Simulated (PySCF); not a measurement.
This PySCF input asks for the NMR shieldings of `Cn1cc[n+](C)n1`, [C4H8N3]+; the geometry comes from GFN2-xTB.

```python
import basis_set_exchange as bse
import numpy as np
from pyscf import gto, dft
from pyscf.prop import nmr

atoms = """
C     2.375681   -0.564903    0.008457
N     1.045642   -0.033407    0.006824
C     0.666373    1.261003    0.043713
C    -0.707081    1.239478    0.029556
N    -1.044744   -0.066317   -0.014797
C    -2.356999   -0.639627   -0.047896
N     0.012802   -0.817888   -0.028662
H     2.897020   -0.278183    0.922679
H     2.310482   -1.649729   -0.047366
H     2.935379   -0.186799   -0.847628
H     1.357245    2.078531    0.076098
H    -1.423118    2.035510    0.048555
H    -2.934856   -0.311038    0.816413
H    -2.880383   -0.335243   -0.955436
H    -2.257858   -1.723400   -0.032424
"""
names = dict.fromkeys(["C", "N", "H"], "pcSseg-1")
basis = {el: gto.basis.parse(bse.get_basis(n, elements=[el], fmt="nwchem")) for el, n in names.items()}
mol = gto.M(atom=atoms, basis=basis, charge=1, verbose=0)
mf = dft.RKS(mol, xc="PBE0")
mf.grids.level = 2
mf.grids.alignment = dft.numint.BLKSIZE   # the property module wants whole blocks of grid points
mf.conv_tol = 1e-9
mf.kernel()

calc = nmr.RKS(mf)   # GIAO
C = mf.mo_coeff
Co = C[:, mf.mo_occ > 0]
resp = mf.gen_response(singlet=True, hermi=2)
def vind(x):   # induced exchange potential for any number of trial vectors
    d = np.einsum("pi,xij,qj->xpq", C, 2 * x.reshape(-1, C.shape[1], Co.shape[1]), Co, optimize=True)
    return np.einsum("xpq,pi,qj->xij", resp(d - d.transpose(0, 2, 1)), C, Co, optimize=True).ravel()
mo1, _ = nmr.rhf.solve_mo1(calc, with_cphf=vind)
sigma = calc.kernel(mo1)
for i, s in enumerate(sigma):   # ppm
    w = np.linalg.eigvalsh((s + s.T) / 2)
    print("%2d %-2s iso %8.1f  s11 %8.1f  s22 %8.1f  s33 %8.1f" % (i, mol.atom_pure_symbol(i), w.mean(), *w))
```

Problem. What are the results?

Solution. 
```
 0 C  iso    147.7  s11    124.3  s22    129.3  s33    189.4
 1 N  iso     -1.6  s11   -144.0  s22      0.0  s33    139.1
 2 C  iso     48.1  s11    -20.9  s22     31.4  s33    133.8
 3 C  iso     48.1  s11    -20.8  s22     31.4  s33    133.8
 4 N  iso     -1.6  s11   -143.9  s22     -0.0  s33    139.0
 5 C  iso    147.7  s11    124.3  s22    129.3  s33    189.4
 6 N  iso   -126.9  s11   -373.8  s22   -111.7  s33    104.8
 7 H  iso     27.1  s11     23.0  s22     25.2  s33     33.2
 8 H  iso     26.7  s11     22.0  s22     26.0  s33     32.1
 9 H  iso     27.1  s11     23.0  s22     25.3  s33     33.2
10 H  iso     23.4  s11     20.3  s22     23.9  s33     26.1
11 H  iso     23.4  s11     20.3  s22     23.9  s33     26.1
12 H  iso     27.1  s11     22.9  s22     25.3  s33     33.2
13 H  iso     27.1  s11     23.1  s22     25.1  s33     33.3
14 H  iso     26.7  s11     22.0  s22     26.0  s33     32.1
```

These numbers come from an equivalent density-fitted implementation of the same equations, which agrees with the script to about 0.01 ppm for H and up to a few tenths of a ppm for heavy atoms, so last digits may differ.

Problem. Turn these shieldings into chemical shifts. Chemical shifts δ = σref − σ; TMS for 13C (σref 186.93), 1H (σref 31.72); NH3 for 15N (σref 267.73), all at this level.

Solution. Averaging equivalent atoms: C 2/3: 138.8; C 0/5: 39.3; N 6: 394.6; N 1/4: 269.4; H 10/11: 8.28; H 7/8/9/12/13/14: 4.73 ppm. Experimental scales use liquid or dissolved standards, which lie at an offset from isolated NH3 (liquid NH3: subtract about 20 ppm). Unscaled 15N shifts of sp2 nitrogen come out 20 to 40 ppm too high even then.

Size and cost of the density-fitted run: 159 basis functions, 18 s wall time on 1 thread of an Intel Xeon Platinum 8488C, shared host; peak memory 0.73 GiB.
